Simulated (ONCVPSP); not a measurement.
Cutoff test, Pr (Z = 59), ONCV

```json
{
  "Element": "praseodymium (Pr)",
  "Generator": "ONCVPSP 4.0.1",
  "Type": "optimised norm-conserving Vanderbilt (ONCV)",
  "Functional": "PBE",
  "Relativity": "scalar-relativistic",
  "Frozen core": "[Kr] 4d10",
  "Valence charge": "13",
  "Reference configuration": "4f2 5s2 5p6 5d1 6s2",
  "Partial waves": "5s+6s: rc 2.40 bohr, ncon 3, nbas 6, qcut 5.7 1/bohr, 2 projectors; 5p: rc 2.40 bohr, ncon 3, nbas 7, qcut 6.6 1/bohr, 3 projectors, debl 0.7 Ha; 5d: rc 3.20 bohr, ncon 5, nbas 9, qcut 4.5 1/bohr, 2 projectors, debl 3.2 Ha; 4f: rc 1.05 bohr, ncon 5, nbas 9, qcut 14.5 1/bohr, 2 projectors, debl 0.8 Ha",
  "Local potential": "polynomial inside 0.75 bohr (lpopt 4, dvloc0 0 Ha)",
  "Core correction": "none"
}
```

In the p channel the program set the typed energies aside and used -0.881, 0.250, 0.950 Ha.

Q: For each optimised wave give the share of its norm inside rc, the residual kinetic energy above qcut (Ha) and the cutoffs (Ha) for errors of 10, 1, 0.1 and 0.01 mHa per electron.

A:

| wave | norm inside rc | residual KE | 10 mHa | 1 mHa | 0.1 mHa | 0.01 mHa |
| --- | --- | --- | --- | --- | --- | --- |
| 5s | 0.955 | 4.9e-07 | 7.8 | 10.5 | 12.6 | 14.2 |
| 6s | 0.069 | 1.9e-07 | 5.4 | 9.1 | 11.6 | 13.4 |
| 5p | 0.875 | 4.6e-08 | 6.3 | 12.0 | 15.2 | 17.4 |
| p projector 2 | 0.135 | 4.2e-08 | 4.2 | 11.6 | 15.0 | 17.5 |
| p projector 3 | 0.124 | 8.1e-08 | 4.7 | 12.3 | 15.6 | 18.1 |
| 5d | 0.664 | 9.1e-07 | 4.7 | 6.4 | 7.9 | 8.9 |
| d projector 2 | 0.157 | 3.1e-04 | 7.1 | 9.1 | 12.9 | 33.7 |
| 4f | 0.610 | 8.5e-04 | 89.8 | 104.2 | 271.4 | 314.2 |
| f projector 2 | 0.048 | 1.1e-04 | 74.7 | 91.9 | 105.4 | 183.7 |

The occupied waves need 104 Ha and 271 Ha for 1 and 0.1 mHa. Note: ghosts flagged at negative energy: s at -314.2 eV, p at -13.1 eV; GHOST(+) flagged for d at 117.1 eV. A true bound ghost makes a file unfit for plane-wave use. 2 of 4 tests not solved or not reliable.
